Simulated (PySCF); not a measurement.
CuH, SMILES [CuH] (connectivity only; charge and spin as stated), neutral, multiplicity 1.

The structure is a stationary point at PBE0-D3(BJ)/def2-TZVPD. The multiplicity is an assumed one; other spin states were not compared.

Two levels are set side by side: PBE/def2-TZVPD (PySCF) and B3LYP/def2-TZVPD (PySCF). Same geometry, gas phase. Differences are taken from unrounded values.

| quantity | B3LYP | PBE | PBE minus B3LYP |
|---|---|---|---|
| orbital gap (eV) | 4.18 | 2.55 | -1.63 |
| highest occupied level (eV) | -6.56 | -5.47 | 1.10 |
| lowest empty level (eV) | -2.38 | -2.91 | -0.53 |
| dipole moment (D) | 2.64 | 2.31 | -0.34 |
| mean polarisability (bohr³) | 32.2 | 34.1 | 1.9 |

Without exact exchange PBE keeps part of each electron's self-repulsion, which lifts occupied levels and narrows the gap. PBE's more diffuse valence density responds more strongly to a field. Differences between two approximate levels are no errors against the true value.

Rough cost on one machine, each run with all the roots and properties that it gave: B3LYP against PBE within a factor of 2.
